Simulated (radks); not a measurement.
The oxygen anion O- inside a hard spherical wall (all orbitals vanish at R), configuration held at [He] 2s2 2p5 and not refilled when levels cross. All-electron calculation, non-relativistic Kohn-Sham, r2SCAN, spin-unpolarised, spherical densities, point nucleus; meta-GGA in the generalised Kohn-Sham scheme. Program: a radial shooting solver on a logarithmic mesh with Libxc functionals. Eigenvalues in eV, with the zero of energy where the potential of the charges vanishes at infinity; a dash marks a level that is unbound or too diffuse for the functional's potential to be trusted. A positive occupied level is held by the wall or, in an anion where self-interaction has pushed it up, behind a barrier. The pressure on the wall is -dE/dV.

\begin{tabular}{lrrrrrrrr}
R (bohr) & E (hartree) & kinetic (hartree) & e(1s) & e(2s) & e(2p) & e(3s, empty) & e(3p, empty) & pressure (GPa) \\ \hline
15 & -75.07948 & 74.848 & -507.36 & -13.785 & 1.643 & 3.343 & 3.759 & 0.000433 \\
12 & -75.07923 & 74.849 & -507.28 & -13.719 & 1.704 & 4.258 & 4.999 & 0.00263 \\
10 & -75.07862 & 74.852 & -507.17 & -13.618 & 1.799 & 5.247 & 6.409 & 0.0124 \\
8 & -75.07631 & 74.862 & -506.88 & -13.369 & 2.035 & 6.986 & 8.930 & 0.0826 \\
7 & -75.07279 & 74.877 & -506.55 & -13.104 & 2.293 & 8.490 & 11.072 & 0.254 \\
5 & -75.03872 & 75.016 & -504.58 & -11.653 & 3.779 & 15.386 & 20.073 & 4.00 \\
4 & -74.95135 & 75.358 & -501.33 & -9.495 & 6.149 & 24.929 & 31.030 & 23.7 \\
3.5 & -74.83039 & 75.812 & -497.93 & -7.339 & 8.597 & 34.267 & 40.916 & 67.0 \\
3 & -74.55596 & 76.779 & -491.87 & -3.529 & 12.967 & 50.467 & 57.091 & 215 \\
2.5 & -73.87422 & 78.949 & -480.55 & 3.865 & 21.338 & 81.061 & 85.925 & 804 \\
\end{tabular}
